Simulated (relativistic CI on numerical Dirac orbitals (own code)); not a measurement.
# Hyperfine structure of W LXVI, mass number 183

Computed by Dirac-Coulomb-Breit CI, KLI orbitals optimised for each configuration, a model potential for QED, unscaled Slater integrals (own radial code, finite nucleus).

CI space (outside the closed core 1s2): 2s2 2p5, 2s 2p6, 2p6 3s, 2s2 2p4 3s, 2p6 3p, 2p6 3d, 2s2 2p4 3p, 2s2 2p4 3d, 2s 2p5 3s, 2s 2p5 3p, 2s 2p5 3d, 2s2 2p4 4s, 2s2 2p4 4p, 2s2 2p4 4d, 2s2 2p4 4f, 2s2 2p3 3s2. Levels of other configurations are missing.

Nuclear spin I = 1/2, μ = 0.11739 μN (tables of Stone and Pyykkö). The electronic factors are computed for point nuclear moments, without core polarisation or the Bohr-Weisskopf and QED corrections.

```
             Level  E (10³ cm⁻¹)  A (GHz)
   2s2 2p5 2P°_3/2           0.0    192.9
   2s2 2p5 2P°_1/2       11211.9     1734
     2s 2p6 2S_1/2       15080.4     5413
 2s2 2p4 3s 4P_5/2       68165.1    455.6
 2s2 2p4 3s 2P_3/2       68254.5   -70.72
 2s2 2p4 3s 2S_1/2       68690.8     1508
2s2 2p4 3p 2P°_1/2       69764.4    495.9
2s2 2p4 3p 4D°_7/2       72412.6    133.4
```

Levels with J = 0, under 50 % of one LS term, or S terms without an open s electron are left out. Small factors come from cancelling terms and can be off by tens of per cent or more.

At this charge energies of transitions that change n are usually good to better than 1 %, and those within a shell (Δn = 0) to a few per cent.

Task: Give the hyperfine levels of 2s2 2p5 2P°_1/2 relative to its centre of gravity.

Result: With K = F(F + 1) − I(I + 1) − J(J + 1), E = AK/2: F = 0: -1301, F = 1: 433.6 GHz.

LS names give the leading component of a level, which can be under half, so a name can repeat, a term be missing and a line seem to break the LS rules.
